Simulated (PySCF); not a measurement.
Input of a run (PBE0-D3(BJ)/def2-SVP geometry optimisation, gas phase (PySCF 2.14.0)), started from GFN2-xTB:
```
{"job": {"xc": "PBE0", "basis": "def2-SVP", "d3": "d3bj", "grid": 1, "shake": 0.01, "kind": "geom"}, "charge": 0, "multiplicity": 1}
N     -1.531750     2.664080     0.188230
C     -1.518420     1.540800     0.171590
Si    -1.470110    -0.328200     0.119090
O     -0.174130    -0.813050    -0.819990
C      1.117410    -0.674110    -0.761280
C      1.800200    -0.112260     0.238290
F      1.197010     0.364750     1.338580
H     -2.530040    -0.822470    -0.691070
H     -1.358590    -0.781090     1.527030
H      1.641470    -1.053500    -1.605760
H      2.865070    -0.010770     0.279630
```

Output (energies in Eh, forces in Eh/bohr):
```
step   0  E = -635.16254870  max force = 0.102778
step   1  E = -635.17142046  max force = 0.012224
step   2  E = -635.17164785  max force = 0.006648
step   3  E = -635.17179849  max force = 0.004740
step   4  E = -635.17194655  max force = 0.001860
step   5  E = -635.17203123  max force = 0.001298
step   6  E = -635.17204658  max force = 0.000306
step   7  E = -635.17204737  max force = 0.000346
optimisation converged
```

Summarise the run.

The energy falls by 24.9 kJ/mol over 8 energy and gradient evaluations, the largest force component goes from 0.1028 to 3.5e-04 Eh/bohr, and the atoms move by 0.084 Å rms after alignment. The bond that changes most is Si3–H8 (oxygen-bound silicon to Si–H hydrogen), which lengthens by 0.057 Å. Bonds longer at the end by more than 0.005 Å: 5 of 10; shorter: 1. Among the angles that change most is H8–Si3–H9, from 119.4° to 112.4°. The energy never rose by more than 1e-6 Eh on the way. The first step brought 93 % of the lowering.

What are the final bond lengths?

N1≡C2 1.159 Å, C2–Si3 1.860 Å, Si3–O4 1.669 Å, O4–C5 1.348 Å, C5=C6 1.332 Å, C6–F7 1.340 Å, Si3–H8 1.480 Å, Si3–H9 1.482 Å, C5–H10 1.092 Å, C6–H11 1.090 Å. Numbering counts from 1 in the input's order; the species is `N#C[SiH2]O/C=C\F`.

The run used 122 basis functions and 60 SCF cycles in all.

Not checked by PBE0-D3(BJ)/def2-SVP frequencies. One conformer, not necessarily the lowest.

The values belong to the conformer `[N:1]#[C:2][SiH2:3][O:4]/[CH:5]=[CH:6]\[F:7]`: C2–Si3–O4–C5 59°, Si3–O4–C5–C6 7°.
